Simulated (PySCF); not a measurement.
**Excited states of Nb²³⁺ (niobium, charge +23)**

Ground state [Ar], ¹S. Calculation: PySCF 2.14, in an uncontracted even-tempered set (20 s from 0.432 bohr⁻², ratio 2.5; 14 p from 0.56 bohr⁻², ratio 2.5; 6 d from 0.914 bohr⁻², ratio 2.7; 3 f from 27 bohr⁻², ratio 2.7); scalar relativity by spin-free X2C-1e. Vertical excitation energies in eV without spin-orbit coupling; excited terms of each kind are numbered among those the solver found. Frozen: [Ne].

| term | leading excitation | EOM-EE-CCSD |
| --- | --- | --- |
| 1 3P° | 3p → d | 118.37 |
| 1 3F° | 3p → d | 123.23 |
| 1 1D° | 3p → d | 130.62 |
| 1 3D° | 3p → d | 130.91 |
| 1 1F° | 3p → d | 131.20 |
| 1 1P° | 3p → d | 160.56 |
| 1 3D | 3s → d | 215.80 |
| 1 1D | 3s → d | 220.74 |

The spin-orbit splitting of the hole, absent here, rivals or exceeds the spacing of these terms, so the LS terms are model states.

The solver can miss terms. The 29 highest virtual orbitals were dropped.
